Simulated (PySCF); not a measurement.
One formula, C6H5F, several structures.

PySCF, PBE0/def2-SVPD, density fitting, gas phase; each molecule at its own GFN2-xTB geometry, one conformer. Singlet excitations by full TDDFT with frozen cores and triplets by Tamm–Dancoff TDDFT. 

Torsions of the conformers computed, which needn't be the lowest (atom-mapped SMILES):
- `[CH:1]#[C:2][CH2:3][C:4]1=[CH:5][C@@H:6]1[F:7]`: C2–C3–C4–C5 -7°
- `[CH:1]#[C:2][C:3]1=[CH:4][C@@H:5]1[CH2:6][F:7]`: C4–C5–C6–F7 87°

Reference: `C#CC(C)(F)C#C`, with HOMO energy -8.20 eV, LUMO energy -0.48 eV, lowest singlet excitation 5.99 eV, lowest triplet excitation 5.05 eV, mean polarisability 67.6 au and dipole moment 2.00 D.

Changes against it:

```csv
molecule,Δ electronic energy (kcal/mol),Δ HOMO energy (eV),Δ LUMO energy (eV),Δ lowest singlet excitation (eV),Δ lowest triplet excitation (eV),Δ mean polarisability (au),Δ dipole moment (D)
C#CCC1=C[C@@H]1F,-3.5,+0.22,+0.26,+0.17,-0.28,-1.6,+0.07
C#CC1=C[C@@H]1CF,+0.1,+0.94,-1.05,-1.23,-1.98,+4.2,+0.03
```

Rows whose labels were lost:

```csv
row,Δ electronic energy (kcal/mol),Δ HOMO energy (eV),Δ LUMO energy (eV),Δ lowest singlet excitation (eV),Δ lowest triplet excitation (eV),Δ mean polarisability (au),Δ dipole moment (D)
P,-20.9,+0.73,+0.71,+0.54,-0.55,-2.0,-0.29
Q,-5.9,+0.68,-0.39,-0.60,-0.86,+1.8,-0.06
```

Task: Which row belongs to which of `C#C[C@@H]1CC=C1F` and `C#C[C@@H]1C(=C)[C@@H]1F`?

Result: P = `C#C[C@@H]1CC=C1F` and Q = `C#C[C@@H]1C(=C)[C@@H]1F`. P and Q are told apart most clearly by the electronic energy (-20.9 against -5.9 kcal/mol).
